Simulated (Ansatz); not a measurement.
Reaction (redistribution): `O[SiH2][SiH](F)S` + `[CH3][GeH2][CH3]` → `C[SiH](F)[SiH2]O` + `[CH3][GeH2][SH]`

Computed with Ansatz on PBE0-D4/def2-TZVP structures; ΔE is electronic, products minus reactants. CCSD(T)/CBS is the MP2 limit (def2-TZVPP, def2-QZVPP) plus CCSD(T) − MP2 in def2-TZVPP, frozen cores. DFT in def2-TZVPP. B3LYP here is the variant with VWN-RPA as its local correlation; programs differ in this. For Ge outer-core shells are correlated without core-valence functions, which leaves a few kJ/mol of doubt a bond. Scalar relativity is left out up to krypton. One conformer a species, not always the lowest.

| level | ΔE (kJ/mol) | difference from CCSD(T)/CBS |
| --- | --- | --- |
| PBE-D4 | 3.1 | -0.2 |
| r2SCAN-D4 | 1.5 | -1.8 |
| PBE0-D4 | 1.2 | -2.1 |
| ωB97M-V | 1.1 | -2.2 |
| PBE | 2.0 | -1.3 |
| PBE0 | 0.3 | -3.0 |
| B3LYP | -2.0 | -5.3 |
| HF/def2-TZVPP | -7.6 | -10.9 |
| SCS-MP2/def2-TZVPP | 1.9 | -1.4 |
| CCSD/def2-TZVPP | 1.1 | -2.2 |
| CCSD(T)/def2-TZVPP | 2.6 | -0.7 |
| HF/def2-QZVPP | -8.0 | -11.3 |
| MP2/def2-QZVPP | 4.6 | 1.3 |
| SCS-MP2/def2-QZVPP | 2.2 | -1.1 |
| MP2/CBS(def2) | 5.0 | 1.7 |
| CCSD/CBS(def2) | 1.8 | -1.5 |
| CCSD(T)/CBS | 3.3 | 0 |

Largest T1 diagnostic among the species: 0.012.

In def2-TZVPP, CCSD(T) changes the Hartree–Fock value by +10.2 kJ/mol (the triples alone add +1.5 kJ/mol) and MP2 by +12.0 kJ/mol.
